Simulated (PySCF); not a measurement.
SMILES c1(cc[c]([Al]([OH])[OH])cc1)[Si](O)(O)O, singlet, GFN2-xTB optimised geometry.

```
22

Si    -3.58    -0.03     0.00
O     -4.15     1.50     0.00
O     -4.18    -0.78    -1.32
O     -4.17    -0.81     1.30
C     -1.69    -0.03     0.00
C     -0.96    -1.08     0.55
C      0.42    -1.07     0.53
C      1.13    -0.02    -0.04
C      0.40     1.03    -0.60
C     -0.98     1.02    -0.58
Al     3.11    -0.01    -0.07
O      3.88    -1.30     0.61
O      3.85     1.28    -0.78
H     -4.14     2.00     0.81
H     -4.17    -0.31    -2.15
H     -4.33    -1.74     1.24
H     -1.48    -1.90     1.01
H      0.97    -1.90     0.97
H      0.93     1.85    -1.05
H     -1.52     1.85    -1.01
H      4.33    -2.03     1.00
H      4.25     2.03    -1.19
```

Density from PBE0/def2-SVP (PySCF 2.14.0) at that geometry.

Minimum of the electron density along straight lines between bonded atoms, close to the bond critical point (lines longer than 1.1 times the sum of covalent radii, or with two minima, are not listed):

```csv
bond,length / Å,ρ at the minimum / e bohr⁻³,∇²ρ there / e bohr⁻⁵,position (fraction from the first atom)
Si1–O2,1.629,0.130,1.08,0.41
Si1–O3,1.629,0.130,1.08,0.41
Si1–O4,1.627,0.131,1.09,0.41
Si1–C5,1.892,0.116,0.33,0.38
C5–C6,1.393,0.306,-0.76,0.50
C6–C7,1.383,0.313,-0.81,0.50
C7–C8,1.391,0.307,-0.77,0.51
C8–C9,1.391,0.307,-0.77,0.49
C5–C10,1.393,0.305,-0.76,0.50
C9–C10,1.383,0.313,-0.81,0.50
C8–Al11,1.985,0.081,0.31,0.60
Al11–O12,1.645,0.103,1.04,0.44
Al11–O13,1.646,0.103,1.04,0.44
O2–H14,0.952,0.357,-2.48,0.82
O3–H15,0.952,0.357,-2.49,0.82
O4–H16,0.952,0.357,-2.48,0.82
C6–H17,1.081,0.283,-1.07,0.63
C7–H18,1.082,0.283,-1.07,0.63
C9–H19,1.082,0.283,-1.07,0.63
C10–H20,1.082,0.283,-1.07,0.63
O12–H21,0.945,0.363,-2.58,0.82
O13–H22,0.945,0.363,-2.58,0.82
```
